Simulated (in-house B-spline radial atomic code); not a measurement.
**Ionising neutral carbon with different functionals**

Computed with a radial B-spline atomic code at the basis-set limit: non-relativistic Hamiltonian, point nucleus, spin-polarised at highest spin, spherical fractional occupations for the functionals, the average over the highest-spin determinants for Hartree-Fock. The ionisation energy is the difference of two self-consistent energies, [He] 2s2 2p2 → [He] 2s2 2p1, without Breit or QED terms; ε is the level of the shell that loses the electron (its least bound occupied spin orbital).

Hybrids are left out here: with spherical fractional occupations of an open shell their exact exchange keeps a self-interaction that integer-occupation calculations don't have.

```json
{"method": "Hartree-Fock", "rung": "Hartree-Fock", "ΔSCF (eV)": "10.81", "-ε(2p) (eV)": "11.85"}
{"method": "LDA VWN5", "rung": "LDA", "ΔSCF (eV)": "11.77", "-ε(2p) (eV)": "6.19"}
{"method": "LDA PW92", "rung": "LDA", "ΔSCF (eV)": "11.76", "-ε(2p) (eV)": "6.18"}
{"method": "LDA exchange-only", "rung": "LDA", "ΔSCF (eV)": "10.78", "-ε(2p) (eV)": "5.33"}
{"method": "PBE", "rung": "GGA", "ΔSCF (eV)": "11.68", "-ε(2p) (eV)": "6.10"}
{"method": "PBEsol", "rung": "GGA", "ΔSCF (eV)": "11.62", "-ε(2p) (eV)": "6.06"}
{"method": "BLYP", "rung": "GGA", "ΔSCF (eV)": "11.56", "-ε(2p) (eV)": "5.92"}
{"method": "RPBE", "rung": "GGA", "ΔSCF (eV)": "11.64", "-ε(2p) (eV)": "6.07"}
{"method": "PW91", "rung": "GGA", "ΔSCF (eV)": "11.75", "-ε(2p) (eV)": "6.16"}
{"method": "BP86", "rung": "GGA", "ΔSCF (eV)": "11.73", "-ε(2p) (eV)": "6.15"}
{"method": "AM05", "rung": "GGA", "ΔSCF (eV)": "11.60", "-ε(2p) (eV)": "6.04"}
{"method": "OLYP", "rung": "GGA", "ΔSCF (eV)": "11.55", "-ε(2p) (eV)": "5.93"}
{"method": "TPSS", "rung": "meta-GGA", "ΔSCF (eV)": "11.71", "-ε(2p) (eV)": "6.16"}
{"method": "SCAN", "rung": "meta-GGA", "ΔSCF (eV)": "11.87", "-ε(2p) (eV)": "6.39"}
{"method": "r2SCAN", "rung": "meta-GGA", "ΔSCF (eV)": "11.87", "-ε(2p) (eV)": "6.39"}
{"method": "M06-L", "rung": "meta-GGA", "ΔSCF (eV)": "11.68", "-ε(2p) (eV)": "6.15"}
{"method": "revTPSS", "rung": "meta-GGA", "ΔSCF (eV)": "11.66", "-ε(2p) (eV)": "6.13"}
```

Q: How do they compare with the NIST value?

A: NIST lists 11.260 eV (measured, ground level to ground level). Errors run from -0.48 to +0.61 eV; OLYP is closest (+0.29 eV), but part of that can be cancellation, since the calculations leave out relativity, Breit-QED terms, multiplet and fine-structure energies. Hartree-Fock also lacks correlation.
